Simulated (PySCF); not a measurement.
# Telling isomers of C$_{5}$H$_{8}$BFO$_{2}$ apart by NMR

- PBE0-D3(BJ)/def2-SVP geometry
- J: B3LYP/pcJ-1 (spin–dipole term left out of most H,H and C,H couplings)
- σ from GIAO-PBE0/pcSseg-1
- program: PySCF 2.14
- no solvent, relativity neglected, one computed conformer, fast rotation and ring inversion assumed for equivalent nuclei

Referencing at the same level of theory: ¹H (31.27 ppm), ¹³C (184.41 ppm) vs TMS. Multiplet labels drop J under 1 Hz and among equivalent protons, and merge close values. Unscaled 3J(H,H) run several per cent high. Vicinal couplings that depend on rotamer populations or ring flexing (ring, CH–CH, X–H and H–F types) are those of the one conformer. One-bond C–F couplings are unscaled and too large by tens of Hz. Couplings to H on boron are left out. Carbons bonded to boron are broad in practice. Shifts are as computed. Against solution values, carbons near 30 ppm lie about +2 ppm off and those near 130 ppm about +5 ppm. Of 1309 compounds with measured shifts, 239 miss one by over three times the rms of a fit or turn the order of signals round; such compounds aren't used in these exercises.

(1) Tabulate the signals of `F[C@@H]1C[C@H]1B1OCCO1`, `C=C[C@@H]1COBO[C@H]1F` and their relative energies.

(2) What is the quickest way to tell F[C@@H]1C[C@H]1B1OCCO1 from C=C[C@@H]1COBO[C@H]1F?

## Answers

(1) 
| SMILES | carbon types | δC | δH | E rel. (kcal/mol) |
| --- | --- | --- | --- | --- |
| F[C@@H]1C[C@H]1B1OCCO1 | 2×CH 3×CH2 | 73.4, 68.1, 12.7, 2.5 | 4.32 (ddt, 1H), 4.12 (m, 2H), 4.11 (m, 2H), 1.05 (m, 1H), 0.68 (m, 1H), 0.48 (m, 1H) | 1.8 |
| C=C[C@@H]1COBO[C@H]1F | 3×CH 2×CH2 | 140.6, 127.5, 104.6, 57.8, 45.0 | 5.89 (m, 1H), 5.89 (m, 1H), 5.70 (m, 1H), 5.51 (dt, 1H), 4.41 (m, 1H), 4.16 (br, 1H), 4.10 (m, 1H), 2.30 (m, 1H) | 0.0 |

Energies are electronic energies at PBE0/pcSseg-1 on these geometries, without zero-point or thermal terms, each for the one conformer computed, which needn't be the lowest.

(2) Count the carbon signals: 4 against 5. The first has a three-membered-ring carbon (CH2) at 12.7 ppm, the second an alkene CH at 140.6 ppm. Their most deshielded carbons lie at 73.4 and 140.6 ppm. In the proton spectra the most deshielded non-exchanging signals are 4.32 (ddt, J = 72.7, 6.3, 2.9 Hz, 1H) and 5.89 (m, 1H).
